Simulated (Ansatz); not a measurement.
Stepwise reaction of `CO[SiH](O)[SiH](O)O` with hydrogen, as a gas-phase model of exchange steps in deposition or etching. ΔE in kJ/mol.

Program: Ansatz. Geometries: PBE0-D4/def2-TZVP. ΔE: electronic, gas phase. CBS: MP2 limit from def2 TZ/QZ plus the TZ coupled-cluster correction, frozen cores. This one scheme is used for every species. Functionals use def2-TZVPP. B3LYP here is the variant with VWN-RPA as its local correlation; programs differ in this. One conformer a species, not always the lowest.

```csv
step,reaction,PBE-D4,B3LYP-D4,ωB97M-V,CCSD(T)/CBS
2,`CO[SiH](O)[SiH2]O` + H₂ → `CO[SiH2][SiH2]O` + H₂O,81.1,88.4,87.9,84.7
3,`CO[SiH2][SiH2]O` + H₂ → `CO[SiH2][SiH3]` + H₂O,49.0,55.7,54.5,52.4
```

Question: Give the row of step 1, `CO[SiH](O)[SiH](O)O` + H₂ → `CO[SiH](O)[SiH2]O` + H₂O. (Best estimate.)

Answer: Ansatz gave: 
```tsv
step	reaction	PBE-D4	B3LYP-D4	ωB97M-V	CCSD(T)/CBS
1	`CO[SiH](O)[SiH](O)O` + H₂ → `CO[SiH](O)[SiH2]O` + H₂O	81.3	87.1	86.9	84.0
```

Question: By hand: ΔE of the 3 steps together at CCSD(T)/CBS.

Answer: (84.0) + (84.7) + (52.4) = 221.1 kJ/mol, or 73.7 kJ/mol a step.

In ΔE step 3 is the lowest and step 2 the highest. All are uphill at CCSD(T)/CBS. PBE-D4 differs from CCSD(T)/CBS by -3.6 to -2.7 kJ/mol a step. Isolated molecules leave out the surface, adducts and barriers. Largest T1 diagnostic: 0.012.
